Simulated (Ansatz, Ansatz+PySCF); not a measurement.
```xyz
8

C     0.0000    0.0000   -0.4065
C     0.0000    1.1315    0.1804
C     0.0000   -1.1315    0.1804
H     0.0000    0.0000   -1.4158
H     0.0000    1.9910   -0.3396
H     0.0000    1.1946    1.1849
H     0.0000   -1.9910   -0.3396
H     0.0000   -1.1946    1.1849
```

Basis set: def2-SVP (spherical functions). Frozen core: 3 orbitals. Correlation on ROHF uses semicanonical orbitals with singles. Charge 0, multiplicity 2.

Computed with Ansatz (development build ahead of 0.2.0); each method stands on the lowest determinant of its kind that the runs found.

Question: Give the atomization energy at this shape (free ground-state atoms in the same class of orbitals less the molecule, no zero-point energy) of doublet C3H5 by ROHF-CCSD(T), ROHF-MP2, UHF-MP2, UHF, ROHF.

Answer:

```
      method  atomization energy
ROHF-CCSD(T)       2916.1 kJ/mol
    ROHF-MP2       2949.0 kJ/mol
     UHF-MP2       2927.4 kJ/mol
         UHF       2354.7 kJ/mol
        ROHF       2339.8 kJ/mol
```

Caution: the shape is not the minimum. Caution for UHF-MP2, UHF: the unrestricted determinant is spin contaminated.
